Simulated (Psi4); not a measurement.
H₁₂Si₅, charge -1, doublet, at a GFN2-xTB geometry (a state made from the parent by changing its charge; the spin is typed, not shown lowest) (a gas-phase anion, which may not be bound at this level); X3LYP/STO-3G in Psi4.

Input for Psi4:
```
memory 2 GB

molecule mol {
-1 2
  Si   -0.791140   -0.670838   -2.315408
  Si    0.193622   -0.183797   -0.155943
  Si    0.034253    2.141074   -0.102507
  Si   -1.536843   -0.714727    1.312691
  Si    2.132824   -0.602768    1.234816
  H    -2.026832   -0.369242   -3.106050
  H    -0.796237   -2.152810   -2.445599
  H     0.225423   -0.249259   -3.316710
  H     0.241947    2.782680    1.210145
  H    -1.267299    2.703445   -0.512547
  H     0.981789    2.870731   -0.966831
  H    -2.888617   -0.270305    0.921480
  H    -1.738404   -2.152507    1.576208
  H    -1.415905   -0.156389    2.673598
  H     2.232306   -2.083762    1.337257
  H     3.319628   -0.242541    0.413262
  H     2.674174   -0.245254    2.584681
}

set basis sto-3g
set reference uks

energy('x3lyp')
print_variables()
```

Problem. What does Psi4 print? Leave out banner, timings and long lists.

Solution. 
```
   => Loading Basis Set <=

    Name: STO-3G
    Role: ORBITAL
    Keyword: BASIS

         ---------------------------------------------------------
                                   SCF
               by Justin Turney, Rob Parrish, Andy Simmonett
                          and Daniel G. A. Smith
                              UKS Reference
         ---------------------------------------------------------

  ==> Geometry <==

    Molecular point group: c1
    Full point group: C1

    Geometry (in Angstrom), charge = -1, multiplicity = 2:

       Center              X                  Y                   Z               Mass
    ------------   -----------------  -----------------  -----------------  -----------------
         SI          -0.794125171941    -0.668004295795    -2.313003453935    27.976926534650
         SI           0.190636828059    -0.180963295795    -0.153538453935    27.976926534650
         SI           0.031267828059     2.143907704205    -0.100102453935    27.976926534650
         SI          -1.539828171941    -0.711893295795     1.315095546065    27.976926534650
         SI           2.129838828059    -0.599934295795     1.237220546065    27.976926534650
         H           -2.029817171941    -0.366408295795    -3.103645453935     1.007825032230
         H           -0.799222171941    -2.149976295795    -2.443194453935     1.007825032230
         H            0.222437828059    -0.246425295795    -3.314305453935     1.007825032230
         H            0.238961828059     2.785513704205     1.212549546065     1.007825032230
         H           -1.270284171941     2.706278704205    -0.510142453935     1.007825032230
         H            0.978803828059     2.873564704205    -0.964426453935     1.007825032230
         H           -2.891602171941    -0.267471295795     0.923884546065     1.007825032230
         H           -1.741389171941    -2.149673295795     1.578612546065     1.007825032230
         H           -1.418890171941    -0.153555295795     2.676002546065     1.007825032230
         H            2.229320828059    -2.080928295795     1.339661546065     1.007825032230
         H            3.316642828059    -0.239707295795     0.415666546065     1.007825032230
         H            2.671188828059    -0.242420295795     2.587085546065     1.007825032230

  Running in c1 symmetry.

  Rotational constants: A =      0.04234  B =      0.03149  C =      0.02969 [cm^-1]
  Rotational constants: A =   1269.19525  B =    943.96354  C =    890.02601 [MHz]
  Nuclear repulsion =  493.724560885111032

  Charge       = -1
  Multiplicity = 2
  Electrons    = 83
  Nalpha       = 42
  Nbeta        = 41

  ==> Algorithm <==

  SCF Algorithm Type is DF.
  DIIS enabled.
  MOM disabled.
  Fractional occupation disabled.
  Guess Type is SAD.
  Energy threshold   = 1.00e-06
  Density threshold  = 1.00e-06
  Integral threshold = 1.00e-12

  ==> Primary Basis <==

  Basis Set: STO-3G
    Blend: STO-3G
    Number of shells: 37
    Number of basis functions: 57
    Number of Cartesian functions: 57
    Spherical Harmonics?: true
    Max angular momentum: 1

  ==> DFT Potential <==

   => LibXC <=

    Version 7.1.2
    S. Lehtola, C. Steigemann, M. J. T. Oliveira, and M. A. L. Marques,  SoftwareX 7, 1–5 (2018) (10.1016/j.softx.2017.11.002)

   => Composite Functional: X3LYP <=

    X3LYP Hyb-GGA Exchange-Correlation Functional

    X. Xu and W. A. Goddard,  Proc. Natl. Acad. Sci. U. S. A. 101, 2673 (2004) (10.1073/pnas.0308730100)

    Deriv               =              1
    GGA                 =           TRUE
    Meta                =          FALSE

    Exchange Hybrid     =           TRUE
    MP2 Hybrid          =          FALSE

   => Exchange Functionals <=

    0.0730   Slater exchange
    0.5424         Becke 88
    0.1666   Perdew & Wang 91

   => Exact (HF) Exchange <=

    0.2180               HF

   => Correlation Functionals <=

    0.1290   Vosko, Wilk & Nusair (VWN5_RPA)
    0.8710   Lee, Yang & Parr

[...]
    Number of Cartesian functions: 1015
    Spherical Harmonics?: true
    Max angular momentum: 4

  Minimum eigenvalue in the overlap matrix is 2.8509990420E-01.
  Reciprocal condition number of the overlap matrix is 1.4330144213E-01.
    Using symmetric orthogonalization.

  ==> Pre-Iterations <==

  SCF Guess: Superposition of Atomic Densities via on-the-fly atomic UHF (no occupation information).

   -------------------------
    Irrep   Nso     Nmo
   -------------------------
     A         57      57
   -------------------------
    Total      57      57
   -------------------------

  ==> Iterations <==

                           Total Energy        Delta E     RMS |[F,P]|

   @DF-UKS iter SAD: -1433.78661607117851   -1.43379e+03   0.00000e+00
   @DF-UKS iter   1: -1437.51223830979825   -3.72562e+00   3.97159e-03 DIIS/ADIIS
   @DF-UKS iter   2: -1437.53299453021350   -2.07562e-02   2.79119e-03 DIIS/ADIIS
   @DF-UKS iter   3: -1437.55400466577612   -2.10101e-02   9.52868e-05 DIIS
   @DF-UKS iter   4: -1437.55404411246059   -3.94467e-05   2.61547e-05 DIIS
   @DF-UKS iter   5: -1437.55404639704943   -2.28459e-06   1.82633e-05 DIIS
   @DF-UKS iter   6: -1437.55404752195136   -1.12490e-06   2.59985e-06 DIIS
   @DF-UKS iter   7: -1437.55404755795416   -3.60028e-08   8.82416e-07 DIIS
  Energy and wave function converged.

  ==> Post-Iterations <==

   Electrons on quadrature grid:
      Nalpha   =   41.9999533877 ; deviation = -4.661e-05
      Nbeta    =   40.9999538074 ; deviation = -4.619e-05
      Ntotal   =   82.9999071951 ; deviation = -9.280e-05

   @Spin Contamination Metric:   5.327191228E-03
   @S^2 Expected:                7.500000000E-01
   @S^2 Observed:                7.553271912E-01
   @S   Expected:                5.000000000E-01
   @S   Observed:                5.000000000E-01

    Orbital Energies [Eh]
    ---------------------

    Alpha Occupied:

[...]
    Alpha Virtual:

[...]
    Beta Occupied:

[...]
    Beta Virtual:

[...]
      57A      0.636062

    Final Occupation by Irrep:
              A
    DOCC [    41 ]
    SOCC [     1 ]
    NA   [    42 ]
    NB   [    41 ]

  @DF-UKS Final Energy: -1437.55404755795416

   => Energetics <=

    Nuclear Repulsion Energy =            493.7245608851110319
    One-Electron Energy =               -3000.5331038563308539
    Two-Electron Energy =                1155.5250909030198727
    DFT Exchange-Correlation Energy =     -86.2705954897539726
    Empirical Dispersion Energy =           0.0000000000000000
    VV10 Nonlocal Energy =                  0.0000000000000000
    Total Energy =                      -1437.5540475579541635

  UHF NO Occupations:
  HONO-2 :   40  A 1.9994833
  HONO-1 :   41  A 1.9983288
  HONO-0 :   42  A 1.0000000
  LUNO+0 :   43  A 0.0016712
  LUNO+1 :   44  A 0.0005167
  LUNO+2 :   45  A 0.0001652
  LUNO+3 :   46  A 0.0000885

Computation Completed

Properties will be evaluated at   0.000000,   0.000000,   0.000000 [a0]

Properties computed using the SCF density matrix

 Multipole Moments:

 ------------------------------------------------------------------------------------
     Multipole            Electronic (a.u.)      Nuclear  (a.u.)        Total (a.u.)
 ------------------------------------------------------------------------------------

 L = 1.  Multiply by 2.5417464519 to convert [e a0] to [Debye]
 Dipole X            :          0.0595915           -0.4625806           -0.4029891
 Dipole Y            :         -0.0565684            0.4391095            0.3825411
 Dipole Z            :         -0.0479983            0.3725648            0.3245665
 Magnitude           :                                                    0.6434915

 ------------------------------------------------------------------------------------

  Variable Map:
  ----------------------------------------------------------------------------
[...]
  Array Variable Map:
  ----------------------------------------------------------------------------
[...]
[...]
```
